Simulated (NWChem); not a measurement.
# A calculation on F₂Si

```xyz
3

Si     0.0000     0.0000    -0.5881
F     -1.2465     0.0000     0.4574
F      1.2465     0.0000     0.4574
```
Charge 0, spin multiplicity 1.

The numbers come from NWChem runs, not from measurements. All single points use one geometry, from PBE0/def2-SVP, a minimum by its harmonic frequencies.

Symmetry labels belong to the abelian group C2v used in the runs, with the axes of the coordinates shown.

The structure started from a generated list of species.

List the lowest 6 singlet excitations that CIS/def2-SVPD gives, with oscillator strengths.


| state | symmetry | energy (eV) | wavelength (nm) | f |
|---|---|---|---|---|
| 1 | b2 | 6.12 | 203 | 0.341 |
| 2 | b1 | 8.47 | 146 | 0.528 |
| 3 | a1 | 9.04 | 137 | 0.355 |
| 4 | a1 | 9.32 | 133 | 0.118 |
| 5 | a2 | 11.02 | 113 | 0.000 |
| 6 | b2 | 11.46 | 108 | 0.112 |
